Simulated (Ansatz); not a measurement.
This geometry of BFH2O + CF3 (9 atoms, charge 0, multiplicity 2) is a first-order saddle point.

All numbers below come from Ansatz, UKS B3LYP/def2-SVP.

```xyz
9
Properties=species:S:1:pos:R:3
B -0.073 -0.011 -0.059
H 0.029 -0.023 1.400
O 0.895 -0.418 -0.893
H 1.704 -0.725 -0.465
F -1.215 0.421 -0.558
C 0.055 -0.043 2.798
F -0.638 -1.090 3.242
F 1.320 -0.142 3.211
F -0.479 1.079 3.270
```

(1) Which two structures does it join? (They come from a converged band through this point; their orientation in space is the band's.)

(2) How far does it lie above each of them?

Results:

(1) Bonds broken: B1–H2. Bonds formed: H2–C6. BFH2O + CF3 becomes BFHO + CHF3.

Image 0:

```xyz
9
Properties=species:S:1:pos:R:3
B 0.202 -0.106 -0.645
H 0.597 -0.122 0.496
O 0.966 -0.435 -1.704
H 1.864 -0.688 -1.462
F -1.051 0.256 -0.886
C -0.446 0.059 3.820
F -0.781 -0.980 4.557
F 0.736 -0.113 3.255
F -0.487 1.177 4.515
```

Image 8:

```xyz
9
Properties=species:S:1:pos:R:3
B -0.189 -0.023 -0.731
H -0.792 0.155 2.143
O 1.085 -0.382 -0.556
H 1.347 -0.433 0.376
F -0.725 0.105 -1.926
C -0.037 -0.031 2.925
F -0.372 -1.071 3.682
F 1.154 -0.311 2.338
F 0.130 1.038 3.697
```

(2) 51.4 kJ/mol above the first and 59.3 kJ/mol above the second. This is the barrier of this one path; another mechanism may lie lower.

Run time: 4.9 min on 4 threads of Arm Neoverse V2, on a shared host, peak memory 0.36 GiB.
